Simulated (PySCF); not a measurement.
# Structure elucidation problem

An unknown has the formula C4H9ClO2Si. Its calculated NMR data are:

$^{1}$H NMR (500 MHz, computed): δ 4.20 (t, 2H), 3.76 (s, 3H), 3.75 (s, 2H), 3.29 (t, 2H).

$^{13}$C{$^{1}$H} NMR (computed): δ 248.8 (C), 86.3 (CH2), 60.6 (CH3), 31.5 (CH2).

Single conformer, non-relativistic, isolated molecule, rapidly exchanging positions averaged. Shieldings: GIAO PBE0/pcSseg-1; structure optimised with GFN2-xTB; PySCF 2.14.0 with density-fitted response routines.

Shifts are taken against calculated references (same method and geometry level): $^{1}$H (σref 31.72) and $^{13}$C (σref 186.93) vs TMS.

Choose the structure that fits.
A. CC(C)OC(=O)[SiH2]Cl
B. COCC(=O)[SiH2]CCl
C. ClC[SiH]1OCCCO1
D. CCO/C(=C/Cl)O[SiH3]

Results:

B. 

The formula gives 1 degree of unsaturation (no ring in the answer). 4 carbon signals for 4 carbons: no two carbons are equivalent. Carbon types of the structure: 1 × C, 2 × CH2, 1 × CH3, leaving 2 H on heteroatoms. δC 248.8: carbonyl carbon. δC 86.3: sp3 CH2 bonded to O, α to a carbonyl; pulled downfield by the heteroatom. δC 60.6: methyl carbon bonded to O; deshielded by the electronegative neighbour. δC 31.5: sp3 CH2 bonded to Cl and Si; deshielded by the electronegative neighbour. δH 3.75: hydrogen on an sp3 CH2 bonded to O, α to a carbonyl; its carbon carries O, which withdraws density.

The others: CCO/C(=C/Cl)O[SiH3] has carbons computed at 164.1, 81.0, 65.3, 16.8, with a different DEPT pattern; CC(C)OC(=O)[SiH2]Cl would give 3 carbon signals, not 4; ClC[SiH]1OCCCO1 would give 3 carbon signals, not 4.

Carbons that carry Cl, above all several Cl atoms, come out too deshielded, partly because spin–orbit coupling is missing. Shifts are as computed. Against solution values, carbons near 30 ppm lie about +3 ppm off and those near 130 ppm about +5 ppm; carbons on Cl a further +6 ppm. Of 1211 compounds with measured shifts, 218 miss one by over three times the rms of a fit or turn the order of signals round; such compounds aren't used in these exercises. No couplings were computed; multiplicities are counted from neighbouring protons, with m where these are inequivalent, close in shift, in a saturated or five-membered ring or joined by F or P, and br s for small geminal =CH2 splittings.
